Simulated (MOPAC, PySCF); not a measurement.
CH$_{5}$BO$_{2}$Si, SMILES `C=[SiH]B(O)O`, neutral singlet in the gas phase. 

Z-matrix (Å, degrees):
```
B
O 1 1.3609
H 2 0.9619 1 116.05
O 1 1.3628 2 124.97 3 0.07
H 4 0.9622 1 116.05 2 -0.02
Si 1 2.0139 2 117.56 3 -179.92
C 6 1.7086 1 122.45 2 1.27
H 7 1.0842 6 123.54 1 179.80
H 7 1.0847 8 115.33 6 179.95
H 6 1.4841 7 119.35 8 -0.10
```
Charge 0, spin multiplicity 1.

All levels are single points at this geometry (PBE0-D3(BJ)/def2-TZVP); Pople sets use spherical d functions. Orbital energies aren't observables, and empty levels follow the basis.

```csv
level,HOMO (eV),LUMO (eV),gap (eV),dipole (D),"vertical IE, Delta-SCF (eV)"
PBE0-D3(BJ)/def2-TZVP in PySCF,-6.25,-1.44,4.81,3.74,8.18
B3LYP/6-311+G** in PySCF,-6.07,-1.63,4.44,3.77,–
B3LYP/6-31G* in PySCF,-5.76,-1.09,4.66,3.81,8.06
BP86/6-31G* in PySCF,-5.13,-1.85,3.28,3.79,–
M06-2X/6-31G* in PySCF,-7.01,-0.15,6.86,3.96,–
SVWN5/6-31G* in PySCF,-5.15,-1.92,3.23,3.86,8.38
HF/6-31G* in PySCF,-7.94,2.34,10.28,4.08,6.64
HF/STO-3G in PySCF,-5.17,6.92,12.09,3.58,–
PM6 in MOPAC,-8.00,-0.49,7.50,3.88,–
```
